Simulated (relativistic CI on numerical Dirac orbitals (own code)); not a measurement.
## Slater and spin-orbit integrals, Sm27+

Method of calculation: Dirac-Coulomb-Breit CI, KLI orbitals optimised for each configuration, model QED, unscaled Slater integrals (own radial code, finite nucleus).

Slater integrals F^k, G^k are unscaled and averaged over j, outside the closed core [Ar] 3d10; ζ comes from projecting the Hamiltonian with its Breit term on Σ l·s of the shell.

- 4s2.4p5: ζ(4p) = 188520 cm⁻¹; <r>(4p) = 0.5412, <r^2>(4p) = 0.3309 (bohr units).
- 4s2.4p4.4d: F^2(4p,4p) = 190150, ζ(4p) = 188910, F^2(4p,4d) = 185840, G^1(4p,4d) = 232090, G^3(4p,4d) = 148440, ζ(4d) = 23050 cm⁻¹; <r>(4p) = 0.5412, <r^2>(4p) = 0.3309, <r>(4d) = 0.5483, <r^2>(4d) = 0.3433 (bohr units).
- 4s.4p5.4d: G^1(4s,4p) = 249150, ζ(4p) = 188730, G^2(4s,4d) = 183110, F^2(4p,4d) = 185790, G^1(4p,4d) = 232040, G^3(4p,4d) = 148400, ζ(4d) = 23202 cm⁻¹; <r>(4s) = 0.5269, <r^2>(4s) = 0.3118, <r>(4p) = 0.5413, <r^2>(4p) = 0.3311, <r>(4d) = 0.5485, <r^2>(4d) = 0.3434 (bohr units).

Averages of the first 10 configurations, taken without configuration mixing, which lowers the lowest level and can move excited configurations by several eV; other configurations of the list can lie among them:

```csv
Configuration,Parity,States,Average energy above the lowest level (eV)
4s2.4p5,odd,6,13.3
4s.4p6,even,2,117.4
4s2.4p4.4d,even,150,144.2
4s.4p5.4d,odd,120,244.6
4s2.4p4.4f,odd,210,282.6
4s.4p5.4f,even,168,383.3
4p6.4d,even,10,353.5
4s.4p4.4d2,even,1350,374.3
4s2.4p3.4d.4f,even,2800,414.0
4p6.4f,odd,14,492.5
```
